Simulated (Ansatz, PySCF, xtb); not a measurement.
Gas-phase reaction R1 + 2 R2 + 3 R3 → 5 P1 + P2, each structure at its B3LYP-D3(BJ)/def2-SVP stationary point, reached from a drawn start (curvature not checked).
P1, H2 (SMILES [H][H]) (charge 0, multiplicity 1):
```xyz
2

H      0.000     0.000     0.380
H      0.000     0.000    -0.380
```
R1: HCl (SMILES Cl), charge 0, multiplicity 1.
R2, NH3 (SMILES N) (charge 0, multiplicity 1):
```xyz
4

N      0.0000     0.0000     0.3063
H      0.0000     0.9375    -0.1021
H      0.8119    -0.4688    -0.1021
H     -0.8119    -0.4688    -0.1021
```
R3: SiH4 (SMILES [SiH4]), charge 0, multiplicity 1.
P2: ClH9N2Si3 (SMILES [SiH3]N[SiH](Cl)N[SiH3]), charge 0, multiplicity 1.

P less R. No zero-point or thermal terms. One arrangement of each flexible species, with no search for the lowest.

Run with Ansatz (Gaussian basis) for Hartree–Fock, density functionals and correlated methods; PySCF for the D3/D4 terms; xtb for the GFN methods. Each number belongs to the level named beside it.

Question: One of these levels gives -182.4 kJ/mol for the reaction energy. Which one is it?
A) PBE0-D4/def2-TZVPP
B) BLYP-D3(BJ)/def2-TZVPP
C) PBE/def2-TZVPP
D) GFN2-xTB

Answer: C, PBE/def2-TZVPP. The others give -89.5 (GFN2-xTB), -224.8 (BLYP-D3(BJ)/def2-TZVPP), -207.8 (PBE0-D4/def2-TZVPP)

Ansatz is a program for electronic structure.
